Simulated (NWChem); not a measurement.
Species: C$_{2}$H$_{5}$FOSi; SMILES [SiH2](F)CC=O

```xyz
10

O      0.2792    -2.3898     0.5207
C      0.4119    -1.5447    -0.3381
C     -0.6361    -0.5224    -0.6893
Si    -0.4546     1.0794     0.3071
F      0.9277     1.8123    -0.1016
H      1.3617    -1.4620    -0.9115
H     -0.5962    -0.2723    -1.7570
H     -1.6286    -0.9250    -0.4478
H     -0.4251     0.7776     1.7573
H     -1.5858     1.9808    -0.0278
```
Atoms are numbered in this order, from 1.

Computed with NWChem. Medium grid unless said otherwise, to which SCAN and Minnesota functionals are sensitive. All runs use the structure optimised with B3LYP/6-31G* (spherical d). Total energies of different functionals are on different scales.

```csv
level,energy (Ha),highest occupied level (eV),orbital gap (eV),dipole (D)
PBE/def2-TZVP,-543.5197,-6.02,3.81,2.41
B3LYP/def2-TZVP,-543.9784,-7.40,6.03,2.53
CAM-B3LYP/def2-TZVP,-543.8690,-9.10,9.17,2.58
PBE0/def2-TZVP,-543.5551,-7.63,6.53,2.52
r2SCAN/def2-TZVP,-543.7992,?,?,2.50
BLYP/def2-TZVP,-543.8944,-5.95,3.86,2.43
```

### Question
Complete the blanks.

### Answer

- r2SCAN/def2-TZVP, highest occupied level (eV): -6.33
- r2SCAN/def2-TZVP, orbital gap (eV): 4.36
